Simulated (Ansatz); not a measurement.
## CCSD(T) forces

CH4SSe (SMILES C[Se]S), closed shell, displaced at random from a GFN2-xTB minimum.

```
7
angstrom
C -0.8794 0.4111 -0.2761
Se 0.4857 0.4004 1.0245
S 2.0831 -0.6359 0.0900
H -1.2214 -0.5111 -0.4253
H -0.4811 1.0218 -1.1939
H -1.7968 1.1191 0.1356
H 1.6194 -1.9792 0.5713
```

Ansatz 0.2.0; basis: def2-TZVPP; cores frozen in the correlated methods. Filled d shells of the heavier atoms are correlated. The def2 sets are not built for correlating such inner shells, so the correlated values are less sure here. B3LYP uses VWN-RPA correlation.

CCSD(T) forces from the calculation:
```json
{"atom": "C1", "Fx": "-0.678", "Fy": "6.936", "Fz (eV/Å)": "-0.748"}
{"atom": "Se2", "Fx": "-0.193", "Fy": "1.188", "Fz (eV/Å)": "1.970"}
{"atom": "S3", "Fx": "-0.261", "Fy": "-3.226", "Fz (eV/Å)": "0.336"}
{"atom": "H4", "Fx": "-1.406", "Fy": "-3.635", "Fz (eV/Å)": "-1.151"}
{"atom": "H5", "Fx": "-0.921", "Fy": "-1.662", "Fz (eV/Å)": "1.387"}
{"atom": "H6", "Fx": "2.327", "Fy": "-1.846", "Fz (eV/Å)": "-0.725"}
{"atom": "H7", "Fx": "1.132", "Fy": "2.246", "Fz (eV/Å)": "-1.068"}
```

Task: Which atom feels the largest CCSD(T) force, and how large is it?

Result: C1, 7.01 eV/Å, along (-0.10, 0.99, -0.11).

Root-mean-square difference of the force components from those of CCSD(T): PBE0-D4 0.100; wB97M-V 0.068; r2SCAN-D4 0.078; PBE-D4 0.156; B3LYP-D4 0.074; LC-wPBE 0.232 eV/Å.

T1 diagnostic: at most 0.010. These are differences at one structure, and CCSD(T) in triple zeta is itself an approximation.

For scale, one of the runs: CCSD(T)/def2-TZVPP forces, 177 basis functions (an equivalent command: `ansatz run in.yaml --threads 4`). Time: 3.1 min of wall clock on 4 CPU threads; the host was shared. Peak host memory: 2.9 GiB.
